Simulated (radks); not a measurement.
Task: The tellurium anion Te2-, [Xe], held by a Watson sphere: a shell of charge +2 at radius R that stands for the Madelung well of a crystal (potential energy -2/R inside, -2/r outside, in hartree with lengths in bohr). All-electron calculation, scalar-relativistic Kohn-Sham, LB94 model potential, spin-polarised, spherical densities, finite nucleus; Fermi nuclear charge, rms radius of each element as measured or else 0.836 A^(1/3) + 0.57 fm. Program: a radial shooting solver on a logarithmic mesh with Libxc functionals. Response by self-consistent Sternheimer equations with the Hartree and adiabatic LDA kernel, the relativistic mass of each level held fixed and spin-orbit coupling left out. The sphere does not respond.

R (bohr)  e(4d) (eV)  e(5s) (eV)  e(5p) (eV)  <r> 5p (bohr)  sum of <r^2> (bohr^2)  X-ray form factor at sin(theta)/lambda = 0.1 1/angstrom  alpha (bohr^3)
3.26         -46.304     -18.786      -9.852          2.784                  83.15                                                   49.096           58.93
3.39         -46.094     -18.506      -9.601          2.811                  84.33                                                   49.057           62.40
4.97         -43.856     -15.846      -6.971          3.045                  95.95                                                   48.765           115.2
5.65         -43.061     -15.001      -6.096          3.107                  99.67                                                   48.709           143.2
5.79         -42.910     -14.843      -5.932          3.118                  100.4                                                   48.700           149.3
5.91         -42.784     -14.712      -5.796          3.127                  100.9                                                   48.694           154.7

Estimate the row for R = 4.36 bohr.

Result: e(4d) (eV) -44.657; e(5s) (eV) -16.737; e(5p) (eV) -7.885; <r> 5p (bohr) 2.972; sum of <r^2> (bohr^2) 92.02; X-ray form factor at sin(theta)/lambda = 0.1 1/angstrom 48.844; alpha (bohr^3) 92.68.
